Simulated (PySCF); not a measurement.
Vertical excitations of a molecule C₂H₅O, multiplicity 2 from TDA-ωB97X/def2-SVPD (PySCF), as energy in eV (oscillator strength): 4.97 (0.006), 6.10 (0.003), 6.28 (0.031), 6.79 (0.003), 7.18 (0.011), 7.47 (0.014), 7.78 (0.003), 8.03 (0.007), 8.04 (0.005), 8.36 (0.027). Geometry: B3LYP-D3(BJ)/def2-TZVP. Other conformers were not sampled.

**Question.** Which molecule gave these data?
(A) [CH2]OC
(B) C[CH]O
(C) [CH2]CO
(D) CC[O]

**Answer.** C, [CH2]CO
